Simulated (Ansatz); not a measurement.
Job for Ansatz (a first-principles code): R-CCSD(T)/def2-SVP on ClGa (SMILES [Cl][Ga]), 2S+1 = 1, a spin state set in the input, which need not be the lowest. The run froze 19 orbitals, filled d shells among them.

Ansatz 0.2 input:
```yaml
crystal:
  periodic: [false, false, false]
  atoms:
    - {symbol: Cl, position_ang: [-0.00000000, -0.00000000, -1.44595232]}
    - {symbol: Ga, position_ang: [0.00000000, 0.00000000, 0.79294160]}
basis:
  gaussian:
    orbitals: def2-SVP
magnetization: {spin_polarized: false}
correlation: {method: ccsd_t, electrons: outside_noble_gas}
scf: {omitted_lower_state_checks: [cluster_reference]}
```

Q: Predict the final total energy.

A: -2382.6284 hartree (reference determinant -2382.4259, T1 diagnostic 0.014).
